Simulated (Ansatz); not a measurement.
Diatomic RhF, multiplicity 3 (lowest of 2S+1 = 1, 3, 5 at CCSD(T)/def2-TZVPP on PBE0 minima; our sources give no spin for the ground state, which may be another). No spin–orbit coupling.

Constants: fifth-degree fit in 1/R to seven points, most abundant isotopes. In def2 and cc sets the state is the lowest found near the PBE0 minimum, followed along R.

The values were computed with Ansatz (Gaussian basis) for Hartree–Fock, density functionals and correlated methods. Values without a source in brackets are computed. In def2 rows elements past Kr take small-core potentials, without spin–orbit coupling.

Energies at B3LYP/def2-TZVPP:

| R (Å) | E (hartree) |
|---|---|
| 1.794637 | -210.43924357 |
| 1.842880 | -210.44307663 |
| 1.887263 | -210.44471153 |
| 1.937436 | -210.44484120 |
| 1.987609 | -210.44354690 |
| 2.045500 | -210.44071680 |
| 2.113040 | -210.43610844 |

Q: With a reduced mass of 16.0376 u, find the minimum, the force constant and the constants.

A: A fifth-degree polynomial in 1/R puts the minimum at r_e = 1.9159 Å with force constant 274 N/m. Then ω_e = (1/2πc)√(k/μ) = 539 cm⁻¹ and B_e = h/(8π²cμr_e²) = 0.2864 cm⁻¹; the cubic and quartic terms give α_e = 0.0021 and ω_e x_e = 2.7 cm⁻¹.

Ansatz is a quantum-chemistry and plane-wave program.
